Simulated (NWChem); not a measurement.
System: C4H4F2; SMILES F[C@@H]1C=C[C@H]1F

NWChem input:

```
start job
memory heap 200 mb stack 900 mb global 1100 mb
geometry units angstroms noautoz
  F     -1.745138     0.160907    -0.898674
  C     -0.671991    -0.402402    -0.238146
  C     -0.624237    -0.262052     1.266757
  C      0.624237     0.262052     1.266757
  C      0.671991     0.402402    -0.238146
  F      1.745138    -0.160907    -0.898674
  H     -0.519443    -1.437963    -0.615746
  H     -1.352765    -0.514720     2.051831
  H      1.352765     0.514720     2.051831
  H      0.519443     1.437963    -0.615746
end
basis spherical
  * library 6-31g*
end
dft
  xc mn15
  grid xcoarse
  iterations 150
  mulliken
end
task dft gradient
```

Parts of the log:

```
             Northwest Computational Chemistry Package (NWChem) 7.3.0
             --------------------------------------------------------

 C2  symmetry detected

                             Geometry "geometry" -> ""
                             -------------------------

 Output coordinates in angstroms (scale by  1.889725989 to convert to a.u.)

  No.       Tag          Charge          X              Y              Z
 ---- ---------------- ---------- -------------- -------------- --------------
    1 F                    9.0000    -1.74145647     0.19679197    -0.87779074
    2 C                    6.0000    -0.68013103    -0.38848560    -0.21726274
    3 C                    6.0000    -0.62949841    -0.24914822     1.28764026
    4 C                    6.0000     0.62949841     0.24914822     1.28764026
    5 C                    6.0000     0.68013103     0.38848560    -0.21726274
    6 F                    9.0000     1.74145647    -0.19679197    -0.87779074
    7 H                    1.0000    -0.54892963    -1.42696702    -0.59486274
    8 H                    1.0000    -1.36307258    -0.48676787     2.07271426
    9 H                    1.0000     1.36307258     0.48676787     2.07271426
   10 H                    1.0000     0.54892963     1.42696702    -0.59486274

 Effective nuclear repulsion energy (a.u.)     228.4228826497

      Symmetry information
      --------------------

 Group name             C2
 Group number              4
 Group order               2
 No. of unique centers     5

                                 NWChem DFT Module
                                 -----------------

 Summary of "ao basis" -> "ao basis" (spherical)
 ------------------------------------------------------------------------------
       Tag                 Description            Shells   Functions and Types
 ---------------- ------------------------------  ------  ---------------------
 F                           6-31g*                  6       14   3s2p1d
 C                           6-31g*                  6       14   3s2p1d
 H                           6-31g*                  2        2   2s

      Symmetry analysis of basis
      --------------------------

        a          46
        b          46

            General Information
            -------------------
          SCF calculation type: DFT
          Wavefunction type:  closed shell.
          No. of atoms     :    10
          No. of electrons :    46
           Alpha electrons :    23
            Beta electrons :    23
          Charge           :     0
          Spin multiplicity:     1
          Use of symmetry is: on ; symmetry adaption is: on
          Maximum number of iterations: 150
          AO basis - number of functions:    92
                     number of shells:    44
          Convergence on energy requested:  1.00D-06
          Convergence on density requested:  1.00D-05
          Convergence on gradient requested:  5.00D-04

              XC Information
              --------------
                         MN15 Method XC Functional
                     Hartree-Fock (Exact) Exchange  0.440
                          MN15 Exchange Functional  1.000
                        MN15 Correlation Potential  1.000

             Grid Information
             ----------------
          Grid used for XC integration:  xcoarse
          Radial quadrature: Mura-Knowles
          Angular quadrature: Lebedev.
          Tag              B.-S. Rad. Rad. Pts. Rad. Cut. Ang. Pts.
          ---              ---------- --------- --------- ---------
          F                   0.50       21          10.0       194
          C                   0.70       21           8.0       194
          H                   0.35       21           9.0       194
          Grid pruning is: on
          Number of quadrature shells:   105
          Spatial weights used:  Erf1

      Superposition of Atomic Density Guess
      -------------------------------------

 Sum of atomic energies:        -351.37861080

      Non-variational initial energy
      ------------------------------

 Total energy =    -354.222161
 1-e energy   =    -936.901671
 2-e energy   =     354.256628
 HOMO         =      -0.300767
 LUMO         =       0.017754

      Symmetry analysis of molecular orbitals - initial
      -------------------------------------------------

  Numbering of irreducible representations:

     1 a           2 b

  Orbital symmetries:

     1 a           2 b           3 a           4 b           5 a
     6 b           7 a           8 b           9 a          10 a
    11 b          12 b          13 a          14 b          15 a
    16 a          17 b          18 b          19 a          20 a
    21 b          22 a          23 b          24 a          25 b
    26 a          27 b          28 a          29 b          30 a
    31 b          32 a          33 b

     ---------------------------------------------
      Total Density - Mulliken Population Analysis
     ---------------------------------------------

    Atom       Charge   Shell Charges
 -----------   ------   -------------------------------------------------------
    1 F    9     9.52   2.00  0.95  3.42  1.02  2.13  0.01
    2 C    6     5.63   2.00  0.69  1.63  0.53  0.71  0.07
    3 C    6     6.22   2.00  0.75  1.88  0.60  0.96  0.04
    4 C    6     6.22   2.00  0.75  1.88  0.60  0.96  0.04
    5 C    6     5.63   2.00  0.69  1.63  0.53  0.71  0.07
    6 F    9     9.52   2.00  0.95  3.42  1.02  2.13  0.01
    7 H    1     0.84   0.48  0.36
    8 H    1     0.79   0.46  0.33
    9 H    1     0.79   0.46  0.33
   10 H    1     0.84   0.48  0.36

   convergence    iter        energy       DeltaE   RMS-Dens  Diis-err
 ---------------- ----- ----------------- --------- --------- ---------
 d= 0,ls=0.0,diis     1   -353.8594078696 -5.82D+02  1.47D-02  1.52D+00
 d= 0,ls=0.0,diis     2   -353.8846404460 -2.52D-02  7.77D-03  1.17D+00
 d= 0,ls=0.0,diis     3   -353.9768013569 -9.22D-02  1.85D-03  1.25D-01
 d= 0,ls=0.0,diis     4   -353.9867285594 -9.93D-03  4.16D-04  2.20D-03
 d= 0,ls=0.0,diis     5   -353.9869491772 -2.21D-04  1.19D-04  1.66D-04
  Resetting Diis
 d= 0,ls=0.0,diis     6   -353.9869693798 -2.02D-05  2.89D-05  7.32D-06
 d= 0,ls=0.0,diis     7   -353.9869703993 -1.02D-06  1.01D-05  5.75D-07
 d= 0,ls=0.0,diis     8   -353.9869704236 -2.43D-08  4.73D-06  4.21D-07

         Total DFT energy =     -353.986970423613
      One electron energy =     -939.979860036242
           Coulomb energy =      401.222039172884
    Exchange-Corr. energy =      -43.652032209942
 Nuclear repulsion energy =      228.422882649687

 Numeric. integr. density =       46.000341048787

                  Occupations of the irreducible representations
                  ----------------------------------------------

                     irrep           alpha         beta
                     --------     --------     --------
                     a                12.0         12.0
                     b                11.0         11.0

                       DFT Final Molecular Orbital Analysis
                       ------------------------------------

 Vector   21  Occ=2.000000D+00  E=-3.622387D-01  Symmetry=b
              MO Center= -2.7D-14, -2.9D-16,  8.6D-02, r^2= 3.3D+00
   Bfn.  Coefficient  Atom+Function         Bfn.  Coefficient  Atom+Function
  ----- ------------  ---------------      ----- ------------  ---------------
     5      0.270117   1 F  pz               75     -0.270117   6 F  pz
    33      0.247849   3 C  pz               47     -0.247849   4 C  pz
    19     -0.228773   2 C  pz               61      0.228773   5 C  pz
     9      0.195478   1 F  pz               79     -0.195478   6 F  pz
     4      0.150009   1 F  py               74      0.150009   6 F  py

 Vector   22  Occ=2.000000D+00  E=-3.470460D-01  Symmetry=a
              MO Center= -2.5D-15,  1.4D-15, -3.3D-01, r^2= 2.7D+00
   Bfn.  Coefficient  Atom+Function         Bfn.  Coefficient  Atom+Function
  ----- ------------  ---------------      ----- ------------  ---------------
    17      0.246609   2 C  px               59     -0.246609   5 C  px
     3     -0.224088   1 F  px               73      0.224088   6 F  px
    18      0.218023   2 C  py               60     -0.218023   5 C  py
     4     -0.212825   1 F  py               74      0.212825   6 F  py
     7     -0.168564   1 F  px               77      0.168564   6 F  px

 Vector   23  Occ=2.000000D+00  E=-3.224738D-01  Symmetry=b
              MO Center= -1.2D-15, -9.9D-16,  1.0D+00, r^2= 2.1D+00
   Bfn.  Coefficient  Atom+Function         Bfn.  Coefficient  Atom+Function
  ----- ------------  ---------------      ----- ------------  ---------------
    32      0.360346   3 C  py               46      0.360346   4 C  py
    36      0.255514   3 C  py               50      0.255514   4 C  py
    31     -0.135653   3 C  px               45     -0.135653   4 C  px
    86      0.104476   7 H  s                92     -0.104476  10 H  s
    85      0.100457   7 H  s                91     -0.100457  10 H  s

 Vector   24  Occ=0.000000D+00  E= 1.434402D-02  Symmetry=a
              MO Center=  7.3D-16,  3.8D-16,  1.1D+00, r^2= 2.3D+00
   Bfn.  Coefficient  Atom+Function         Bfn.  Coefficient  Atom+Function
  ----- ------------  ---------------      ----- ------------  ---------------
    36      0.505581   3 C  py               50     -0.505581   4 C  py
    32      0.386460   3 C  py               46     -0.386460   4 C  py
    35     -0.203544   3 C  px               49      0.203544   4 C  px
    86      0.194528   7 H  s                92      0.194528  10 H  s
    31     -0.148211   3 C  px               45      0.148211   4 C  px

 Vector   25  Occ=0.000000D+00  E= 1.420136D-01  Symmetry=b
              MO Center=  8.0D-15, -1.4D-14, -2.8D-01, r^2= 3.8D+00
   Bfn.  Coefficient  Atom+Function         Bfn.  Coefficient  Atom+Function
  ----- ------------  ---------------      ----- ------------  ---------------
    20      1.013608   2 C  s                62     -1.013608   5 C  s
    86     -0.898558   7 H  s                92      0.898558  10 H  s
    21      0.701814   2 C  px               63      0.701814   5 C  px
    22     -0.353538   2 C  py               64     -0.353538   5 C  py
     6      0.329856   1 F  s                76     -0.329856   6 F  s

 Vector   26  Occ=0.000000D+00  E= 1.488192D-01  Symmetry=a
              MO Center=  2.9D-15,  5.3D-14,  1.3D+00, r^2= 5.1D+00
   Bfn.  Coefficient  Atom+Function         Bfn.  Coefficient  Atom+Function
  ----- ------------  ---------------      ----- ------------  ---------------
    34      1.123921   3 C  s                48      1.123921   4 C  s
    88     -1.101842   8 H  s                90     -1.101842   9 H  s
    35     -0.429150   3 C  px               49      0.429150   4 C  px
    86     -0.413601   7 H  s                92     -0.413601  10 H  s
    23     -0.392139   2 C  pz               65     -0.392139   5 C  pz

     ---------------------------------------------
      Total Density - Mulliken Population Analysis
     ---------------------------------------------

    Atom       Charge   Shell Charges
 -----------   ------   -------------------------------------------------------
    1 F    9     9.33   2.00  0.88  3.35  1.08  2.01  0.02
    2 C    6     5.84   2.00  0.66  1.98  0.49  0.64  0.08
    3 C    6     6.13   2.00  0.67  2.04  0.55  0.83  0.04
    4 C    6     6.13   2.00  0.67  2.04  0.55  0.83  0.04
    5 C    6     5.84   2.00  0.66  1.98  0.49  0.64  0.08
    6 F    9     9.33   2.00  0.88  3.35  1.08  2.01  0.02
    7 H    1     0.85   0.53  0.32
    8 H    1     0.85   0.53  0.32
    9 H    1     0.85   0.53  0.32
   10 H    1     0.85   0.53  0.32

     -------------------------------------------
      Total Density - Lowdin Population Analysis
     -------------------------------------------

    Atom       Charge   Shell Charges
 -----------   ------   -------------------------------------------------------
    1 F    9     9.16   1.99  0.89  3.22  0.85  2.17  0.03
    2 C    6     5.98   1.98  0.52  1.78  0.40  1.11  0.18
    3 C    6     6.12   1.99  0.54  1.85  0.42  1.24  0.08
    4 C    6     6.12   1.99  0.54  1.85  0.42  1.24  0.08
    5 C    6     5.98   1.98  0.52  1.78  0.40  1.11  0.18
    6 F    9     9.16   1.99  0.89  3.22  0.85  2.17  0.03
    7 H    1     0.88   0.51  0.37
    8 H    1     0.87   0.49  0.38
    9 H    1     0.87   0.49  0.38
   10 H    1     0.88   0.51  0.37

     Multipole analysis of the density
     ---------------------------------

     L   x y z        total         alpha         beta         nuclear
     -   - - -        -----         -----         ----         -------
     0   0 0 0     -0.000000    -23.000000    -23.000000     46.000000

     1   1 0 0      0.000000      0.000000      0.000000      0.000000
     1   0 1 0      0.000000      0.000000      0.000000      0.000000
     1   0 0 1      0.747406      0.373703      0.373703      0.000000

     2   2 0 0    -27.349516   -137.256456   -137.256456    247.163396
     2   1 1 0      1.764013     -2.292026     -2.292026      6.348065
     2   1 0 1     -0.000000     -0.000000     -0.000000      0.000000
     2   0 2 0    -23.693762    -25.772950    -25.772950     27.852137
     2   0 1 1      0.000000      0.000000      0.000000      0.000000
     2   0 0 2    -23.704482    -89.758503    -89.758503    155.812525

            General Information
            -------------------
          SCF calculation type: DFT
          Wavefunction type:  closed shell.
          No. of atoms     :    10
          No. of electrons :    46
           Alpha electrons :    23
            Beta electrons :    23
          Charge           :     0
          Spin multiplicity:     1
          Use of symmetry is: on ; symmetry adaption is: on
          Maximum number of iterations: 150
          AO basis - number of functions:    92
                     number of shells:    44
          Convergence on energy requested:  1.00D-06
          Convergence on density requested:  1.00D-05
          Convergence on gradient requested:  5.00D-04

              XC Information
              --------------
                         MN15 Method XC Functional
                     Hartree-Fock (Exact) Exchange  0.440
                          MN15 Exchange Functional  1.000
                        MN15 Correlation Potential  1.000

[...]

                         DFT ENERGY GRADIENTS

    atom               coordinates                        gradient
                 x          y          z           x          y          z
   1 F      -3.290876   0.371883  -1.658784   -0.006569   0.002395  -0.003669
   2 C      -1.285261  -0.734131  -0.410567   -0.002426   0.005629   0.003712
   3 C      -1.189580  -0.470822   2.433287   -0.004742  -0.002927  -0.003592
   4 C       1.189580   0.470822   2.433287    0.004742   0.002927  -0.003592
   5 C       1.285261   0.734131  -0.410567    0.002426  -0.005629   0.003712
   6 F       3.290876  -0.371883  -1.658784    0.006569  -0.002395  -0.003669
   7 H      -1.037327  -2.696577  -1.124128    0.001794  -0.008708  -0.002806
   8 H      -2.575834  -0.919858   3.916862   -0.005918  -0.001699   0.006355
   9 H       2.575834   0.919858   3.916862    0.005918   0.001699   0.006355
  10 H       1.037327   2.696577  -1.124128   -0.001794   0.008708  -0.002806
```

Level: MN15/6-31G* (spherical d). Structure relaxed at the PBE-D3(BJ)/def2-SVP level.
